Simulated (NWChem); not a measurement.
# Basis-set convergence for H2ClNSn

```xyz
5

Sn     0.4507    -0.3805     0.0000
Cl    -1.9050     0.2196     0.0000
N      1.0596     1.5762     0.0000
H      2.0323     1.8983     0.0000
H      0.3988     2.3610     0.0000
```
Charge 0, spin multiplicity 1.

Everything below was run with NWChem. Structure: optimised with PBE/def2-SVP with def2 effective core potentials on Sn, a minimum by its harmonic frequencies. It is one conformer; others weren't searched.

Quantity: dipole moment at the level PBE.

Effective core potentials replace the inner electrons of Sn; spin-orbit coupling is left out. The structure started from a generated list of species.

Relative cost: rough, from shared machines, SCF included, def2-SVP = 1.

| basis | functions | dipole moment (D) | relative cost |
|---|---|---|---|
| def2-SVP | 68 | … | 1 |
| def2-SVPD | 95 | … | under 3 |
| def2-TZVP | 130 | 3.27 | 3 |
| def2-TZVPP | 151 | … | 4 |
| def2-TZVPD | 157 | 3.28 | 5 |

Some entries are withheld; supply them.


- def2-SVP, dipole moment (D): 3.13
- def2-SVPD, dipole moment (D): 3.37
- def2-TZVPP, dipole moment (D): 3.25
